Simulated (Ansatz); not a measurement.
Cost and result for the atomization energy of BF3H5NSi, SMILES `F[B-](F)(F)[NH2+][SiH3]` (11 atoms, 10 bonds).

```xyz
11

F    -0.473    2.021    0.685
B    -0.190    1.363   -0.481
F    -1.300    0.807   -1.080
F     0.607    2.063   -1.343
N     0.720    0.040   -0.006
Si   -0.333   -1.353    0.472
H     1.321    0.351    0.753
H     1.331   -0.201   -0.783
H    -0.813   -1.975   -0.775
H     0.532   -2.297    1.223
H    -1.401   -0.819    1.335
```

The species carries charge 0 and has multiplicity 1. The structure was optimised at the PBE0-D4/def2-TZVP level. It is one conformer, not always the lowest. Program: Ansatz. All runs use 4 threads of an Arm Neoverse V1 on a shared host. Times are those of one run each, without the atoms' runs, and a repeat can differ threefold. Electronic energies, without spin–orbit coupling; frozen cores. CCSD(T)/CBS adds CCSD(T) − MP2 in def2-TZVPP to the MP2 limit, and its time is that of the two runs behind it. T1 = 0.011. B3LYP takes the VWN-RPA correlation (the form of Gaussian; ORCA's B3LYP/G). HSE06 is the plane-wave form, built on full-range PBE exchange.

CCSD(T)/CBS is a level of theory with its own doubt, some kJ/mol a heavy atom from the limit and from the frozen cores, so smaller differences don't rank the functionals.

```tsv
level	functions	wall time
LDA (SPW92)/def2-TZVPP	267	1.4 s
BLYP-D4/def2-TZVPP	267	2.4 s
PBE-D4/def2-TZVPP (with forces)	267	2.9 s
HSE06-D4/def2-TZVPP	267	3.7 s
B2PLYP/def2-TZVPP	267	6.5 s
B3LYP-D4/def2-TZVPP (with forces)	267	6.5 s
r2SCANh-D4/def2-TZVPP	267	8.5 s
CCSD(T)/def2-SVP	113	9.5 s
B97M-V/def2-TZVPP	267	10 s
ωB97M-V/def2-TZVPP (with forces)	267	13 s
MP2/def2-QZVPP	505	27 s
CCSD(T)/def2-TZVPP	267	5.6 min
CCSD(T)/CBS(def2)	–	6 min
```

(1) What atomization energy does each give, and how far from CCSD(T)/CBS? (An estimate is asked.)

## Answers

(1) The calculation gave: 
| level | atomization (kcal/mol) | difference from CCSD(T)/CBS | per bond |
| --- | --- | --- | --- |
| LDA (SPW92)/def2-TZVPP | 1150.1 | 143.6 | 14.4 |
| BLYP-D4/def2-TZVPP | 1003.3 | -3.2 | -0.3 |
| PBE-D4/def2-TZVPP (with forces) | 1016.4 | 9.9 | 1.0 |
| HSE06-D4/def2-TZVPP | 997.3 | -9.2 | -0.9 |
| B2PLYP/def2-TZVPP | 995.9 | -10.6 | -1.1 |
| B3LYP-D4/def2-TZVPP (with forces) | 1003.0 | -3.5 | -0.3 |
| r2SCANh-D4/def2-TZVPP | 998.3 | -8.2 | -0.8 |
| CCSD(T)/def2-SVP | 952.5 | -54.0 | -5.4 |
| B97M-V/def2-TZVPP | 1004.8 | -1.7 | -0.2 |
| ωB97M-V/def2-TZVPP (with forces) | 1009.2 | 2.7 | 0.3 |
| MP2/def2-QZVPP | 1020.3 | 13.8 | 1.4 |
| CCSD(T)/def2-TZVPP | 980.8 | -25.7 | -2.6 |
| CCSD(T)/CBS(def2) | 1006.5 | 0.0 | 0.0 |

From BLYP to BHLYP (50 % exact exchange), in def2-TZVPP and without D4, the atomization energy moves by −23.4 kcal/mol: exact exchange takes away binding that semilocal exchange gives to molecules. At CCSD(T), def2-SVP lies −54.0 kcal/mol from the extrapolated value and def2-TZVPP −25.7 kcal/mol: correlation converges slowly with the basis, and small sets miss more of it in the bonded molecule than in its fragments. In def2-TZVPP, CCSD(T) changes the Hartree–Fock value by +234.2 kcal/mol (the triples alone add +13.2 kcal/mol) and MP2 by +258.4 kcal/mol; breaking electron pairs costs correlation energy, which Hartree–Fock lacks.
